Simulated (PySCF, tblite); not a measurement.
A database entry of computed molecular properties. Lists by class give the value and the number of equivalent atoms.

```json
{
 "formula": "C5H11FO2Si",
 "smiles": "CO/C=C(/CCF)[SiH2]O",
 "inchi": "InChI=1S/C5H11FO2Si/c1-8-4-5(9-7)2-3-6/h4,7H,2-3,9H2,1H3/b5-4-",
 "charge": 0,
 "multiplicity": 1,
 "geometry_level": "GFN2-xTB",
 "atoms_angstrom": [
  ["C", 3.01, -0.084, 0.562],
  ["O", 1.722, 0.482, 0.499],
  ["C", 0.709, -0.397, 0.227],
  ["C", -0.56, -0.018, 0.086],
  ["C", -1.582, -1.071, -0.249],
  ["C", -1.723, -1.22, -1.761],
  ["F", -0.559, -1.716, -2.301],
  ["Si", -1.125, 1.778, 0.209],
  ["O", 0.116, 2.809, 0.056],
  ["H", 3.699, 0.733, 0.771],
  ["H", 3.282, -0.555, -0.388],
  ["H", 3.078, -0.828, 1.362],
  ["H", 1.013, -1.437, 0.138],
  ["H", -1.294, -2.039, 0.167],
  ["H", -2.556, -0.791, 0.154],
  ["H", -1.903, -0.253, -2.239],
  ["H", -2.512, -1.931, -2.027],
  ["H", -2.034, 2.114, -0.887],
  ["H", -1.781, 1.96, 1.51],
  ["H", 0.996, 2.474, 0.223]
 ],
 "electronic_structure_code": "PySCF",
 "results": {
  "GFN2-xTB geometry": {
   "point_group": "C1",
   "rotational_constants_GHz": [1.405, 1.003, 0.668]
  },
  "PBE0/pcSseg-1 ground state and GIAO shieldings, non-relativistic": {
   "dipole_D": 2.89,
   "homo_eV": -6.66,
   "lumo_eV": 0.04,
   "shift_vs_computed_TMS_C_by_class_ppm": [
    [168.1, 1],
    [112.0, 1],
    [84.6, 1],
    [60.1, 1],
    [33.8, 1]
   ],
   "shift_vs_computed_TMS_H_by_class_ppm": [
    [6.73, 1],
    [5.27, 2],
    [4.5, 2],
    [3.79, 3],
    [2.45, 1],
    [1.97, 2]
   ],
   "shielding_other_nuclei_by_class_ppm": [
    ["O", 237.4, 1],
    ["O", 322.5, 1],
    ["F", 416.4, 1],
    ["Si", 379.5, 1]
   ],
   "charges_hirshfeld_e_by_atom": [-0.03, -0.09, 0.03, -0.13, -0.08, 0.02, -0.12, 0.38, -0.32, 0.06, 0.05, 0.05, 0.05, 0.04, 0.05, 0.04, 0.04, -0.09, -0.09, 0.14]
  },
  "GFN2-xTB harmonic vibrations, gas phase": {
   "strongest_ir_bands_cm-1_km_per_mol_modes": [
    [803.3, 221.7, 1],
    [859.0, 483.3, 1],
    [912.2, 115.5, 1],
    [1678.3, 188.8, 1],
    [2201.2, 410.2, 1],
    [2252.7, 243.3, 1]
   ],
   "zpe_kcal_per_mol": 94.5
  }
 }
}
```

The zero-point energy, half the sum of the 54 harmonic wavenumbers, equals 33060 cm⁻¹ or 395 kJ/mol. The rotational constants make it an asymmetric top with κ = (2B − A − C)/(A − C) = -0.09, midway between the prolate (−1) and oblate (+1) limits. The dipole equals about 9.6 × 10⁻³⁰ C·m (1 D = 3.33564 × 10⁻³⁰ C·m).

One conformer (not necessarily the lowest) at the GFN2-xTB geometry, without solvent or vibrations. NMR classes are plain means over equivalent atoms (diastereotopic ones count apart unless rotation or inversion swaps them), as if these changed places fast; in this geometry the members of some classes differ.
